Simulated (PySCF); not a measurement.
Compound: InCl2(OEt), C₂H₅Cl₂InO.
Bonds: In1–Cl2, In1–Cl3, In1–O4, O4–C5, C5–C6. Hydrogens: H7, H8 on C5; H9, H10, H11 on C6.

Computed with PBE0-D3(BJ)/def2-SVP geometry optimisation, gas phase, def2 core potentials past Kr in PySCF.

Task: Give the optimised bond lengths and angles.

Result: 
| bond | length (Å) |
| --- | --- |
| In1–Cl2 | 2.316 |
| In1–Cl3 | 2.331 |
| In1–O4 | 1.981 |
| O4–C5 | 1.407 |
| C5–C6 | 1.515 |
| C5–H7, C5–H8 | 1.106 |
| C6–H9, C6–H10, C6–H11 | 1.102 |

Bonds in one row agree within 0.01 Å and their mean is given. A selection of angles:
| angle | degrees |
| --- | --- |
| Cl2–In1–Cl3 | 118.2 |
| Cl2–In1–O4 | 120.7 |
| In1–O4–C5 | 120.5 |
| O4–C5–C6 | 112.9 |
| O4–C5–H7 | 106.2 |
| O4–C5–H8 | 111.6 |
| C6–C5–H7 | 109.8 |
| H7–C5–H8 | 106.4 |
| C5–C6–H9 | 111.4 |
| C5–C6–H11 | 110.5 |
| H9–C6–H10 | 107.1 |
| H10–C6–H11 | 108.6 |

Torsions: Cl2–In1–O4–C5 -171° (antiperiplanar); In1–O4–C5–C6 62° (synclinal). The mirror-image conformer, all signs reversed, is as good.

In1 (indium bonded to 2 Cl and O) is planar (angles 121.1°, 120.7° and 118.2°, sum 360.0°, 0.02 Å off the plane of its three neighbours).

Point group: C1 (no symmetry element, even within 0.4 Å). No PBE0-D3(BJ)/def2-SVP frequencies stand behind this structure, so it isn't proved a minimum. One conformer, not necessarily the lowest.

Time: 2.1 min; peak memory 0.53 GiB. Hardware: Arm Neoverse V1, one thread, on a shared host. That covers the optimisation of the geometry.
